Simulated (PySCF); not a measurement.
Computed shifts of a molecule CH₁₁ClSi₄, PBE0/pcSseg-1 in PySCF, GIAO, gas phase, atoms alike by connectivity averaged where their shifts nearly agree, in ppm (number of nuclei): ²⁹Si: -4.0 (1), -78.6 (1), -100.2 (1), -104.5 (1). ¹³C: -4.3 (1). ¹H: 5.63 (1), 5.36 (1), 4.49 (1), 3.93 (6), 0.86 (1), -0.06 (1). References: ²⁹Si against TMS (σ = 352.7 ppm); ¹³C against TMS (σ = 186.3 ppm); ³⁵Cl against HCl (σ = 945.9 ppm); ¹H against TMS (σ = 31.56 ppm), references at their B3LYP-D3(BJ)/def2-TZVP geometries, non-relativistic (without spin–orbit terms, shifts of atoms bonded to Cl or Br come out too high). Geometry optimised at PBE0-D3(BJ)/def2-SVP. One conformer was computed; it need not be the lowest.

Task: Which structure fits?
A) C[Si@]([SiH3])(Cl)[SiH2][SiH3]
B) [SiH3][SiH]([SiH3])C[SiH2]Cl
C) C[Si@@H]([SiH3])[Si@@H]([SiH3])Cl
D) C[Si]([SiH3])([SiH3])[SiH2]Cl

Result: B, [SiH3][SiH]([SiH3])C[SiH2]Cl
